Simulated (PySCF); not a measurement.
```xyz
4
charge 0 multiplicity 1, angstrom
I    -1.0586    0.0000   -0.5810
O    -1.8221    1.4847    0.1029
O    -1.8221   -1.4847    0.1029
I     1.5127    0.0000    0.5536
```

Computed with PBE0 in PySCF with I def2-SVP with ECP28, O def2-SVP; scalar-relativistic core potentials, no spin–orbit coupling; density-fitted integrals.

This geometry of IO₂I is a stationary point at this level.

Task: What is the point group?

Result: Cs.

Task: Is it a minimum?

Result: Yes: all harmonic wavenumbers are real.

Task: Which band is strongest in the infrared?

Result: 883 cm⁻¹ (a''), 54 km/mol.

Task: Give the atomic charges and bond orders.

Result: 
```csv
atom,Mulliken,Löwdin,polar tensor,Mayer order to I1
I1,1.22,1.25,1.41,–
"O2,3",-0.53,-0.55,-0.51,1.53
I4,-0.16,-0.15,-0.38,0.73
```

Task: What is the atomisation energy, with and without zero-point energy?

Result: 468 kJ/mol without, 453 kJ/mol with.

This need not be the most stable arrangement of these atoms.
